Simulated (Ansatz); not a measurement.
Consider the substitution at a C–C bond: `[SiH3]/C=C/C[SiH3]` + HI → `[SiH3]/C=C/I` + `C[SiH3]`.

Isolated molecules relaxed with PBE0-D4/def2-TZVP in Ansatz; ΔE leaves out vibrations. CBS: MP2 limit from def2 TZ/QZ plus the TZ coupled-cluster correction, frozen cores. This one scheme is used for every species. Double bonds are as drawn, so ΔE can hold a change between cis and trans. Functionals use def2-TZVPP. B3LYP here is the variant with VWN-RPA as its local correlation; programs differ in this. def2 core potentials past Kr. For I outer-core shells are correlated without core-valence functions, which leaves a few kJ/mol of doubt a bond. Each species was taken in one conformer, which may not be the lowest.

`[SiH3]/C=C/C[SiH3]`:

Z-matrix (Å, degrees):
```
Si
C 1 1.852
H 1 1.489 2 111.4
H 1 1.489 2 111.3 3 119.5
H 1 1.488 2 108.9 3 -120.2
C 2 1.335 1 122.9 3 120.0
H 2 1.090 1 119.2 3 -60.1
C 6 1.487 2 125.9 1 -177.9
H 6 1.090 2 118.8 1 -0.3
Si 8 1.889 6 110.8 2 102.9
H 8 1.094 6 111.2 2 -17.6
H 8 1.095 6 111.0 2 -137.8
H 10 1.488 8 110.2 6 175.1
H 10 1.487 8 109.8 6 55.2
H 10 1.486 8 109.7 6 -64.6
```

HI:

```xyz
2

I    -0.626   -0.434    0.260
H     0.626    0.434   -0.260
```

`[SiH3]/C=C/I`:

```xyz
9

Si   -1.173    0.068   -0.746
C     0.094    0.239    0.610
C     1.318   -0.244    0.462
I     2.817   -0.113    1.904
H    -0.552   -0.650   -1.889
H    -2.352   -0.695   -0.258
H    -1.640    1.408   -1.190
H    -0.174    0.742    1.536
H     1.661   -0.757   -0.429
```

`C[SiH3]`:

Cartesian coordinates in Å:
```
C -0.219 0.730 -0.627
Si 0.196 -0.654 0.561
H -0.121 0.395 -1.662
H 0.450 1.581 -0.480
H -1.244 1.075 -0.478
H -0.716 -1.812 0.358
H 0.059 -0.196 1.971
H 1.594 -1.120 0.357
```

```
             level  ΔE (kcal/mol)  difference from CCSD(T)/CBS
         r2SCAN-D4            1.1                          0.3
          B3LYP-D4            1.5                          0.7
           ωB97M-V            2.3                          1.5
              PBE0            1.6                          0.8
             B3LYP            0.6                         -0.2
    MP2/def2-TZVPP            0.4                         -0.4
   CCSD/def2-TZVPP            2.3                          1.5
CCSD(T)/def2-TZVPP            1.7                          0.9
SCS-MP2/def2-QZVPP            0.1                         -0.7
    CCSD/CBS(def2)            1.4                          0.6
       CCSD(T)/CBS            0.8                            0
```

Largest T1 diagnostic among the species: 0.012.

From PBE to PBE0 (25 % exact exchange), in def2-TZVPP and without D4, ΔE moves by +1.4 kcal/mol. The D4 term adds +0.9 kcal/mol with B3LYP and +0.6 kcal/mol with PBE0; it sums over pairs of atoms, weighted by their polarisabilities, and B3LYP, whose exchange is more repulsive, gets the larger term.
